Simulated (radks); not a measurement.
Values are calculated unless marked as measured or tabulated.
Q: Ag16+, configuration [Ar] 3d10 4s2 4p1. Level of theory: Dirac Kohn-Sham, BLYP, spin-unpolarised, spherical densities, finite nucleus; open shells fill j = l - 1/2 first; Fermi nuclear charge, rms radius 4.5454 fm (a radial shooting solver on a logarithmic mesh with Libxc functionals).

Spin-orbit splittings of the eigenvalues, e(l+1/2) - e(l-1/2), with zeta = 2 splitting/(2l+1) and mean radii in bohr:

shell  occ.  splitting (eV)  zeta (eV)  <r> j=l-1/2  <r> j=l+1/2
2p        6           175.8      117.2       0.1140       0.1190
3p        6           31.74      21.16       0.3559       0.3664
3d       10               ?          ?       0.3369       0.3402
4p        1           7.893      5.262       0.8225       0.8391

Estimate the 3d splitting.

A: 6.494 eV (zeta = 2.598 eV).
